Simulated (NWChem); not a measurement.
System: VO, quartet; SMILES [O]=[V]

```xyz
2

V      0.0000     0.0000    -0.4048
O      0.0000     0.0000     1.1638
```
Atoms are numbered in this order, from 1.

All runs: NWChem. Pople sets run with spherical d functions. Spin-unrestricted. Medium grid unless said otherwise, to which SCAN and Minnesota functionals are sensitive. The geometry was optimised at B3LYP/6-31G* (spherical d), spin-unrestricted. No stability test was run on the SCF state. B3LYP is NWChem's, with the RPA form of VWN correlation. Total energies of different functionals are on different scales.

```
level             energy (Ha)  highest occupied level (eV)  lowest empty minus highest occupied level, either spin (eV)  dipole (D)  <S²>
----------------  -----------  ---------------------------  -----------------------------------------------------------  ----------  ----
B3LYP/6-31G*       -1019.1170                        -4.94                                                         2.37        2.88  3.79
MN15/6-31G*        -1019.0183                        -5.62                                                         4.88        3.07  3.78
PW6B95/6-31G*      -1019.7460                        -5.16                                                         2.64        2.95  3.80
CAM-B3LYP/6-31G*   -1019.1070                        -6.17                                                         4.45        2.99  3.79
M05-2X/6-31G*      -1018.9977                        -5.83                                                         3.83        2.93  3.79
PBE0/6-31G*        -1018.8134                        -5.13                                                            ?        2.92  3.81
```

**Question.** Complete the blanks.

**Answer.** 
- PBE0/6-31G*, lowest empty minus highest occupied level, either spin (eV): 3.25
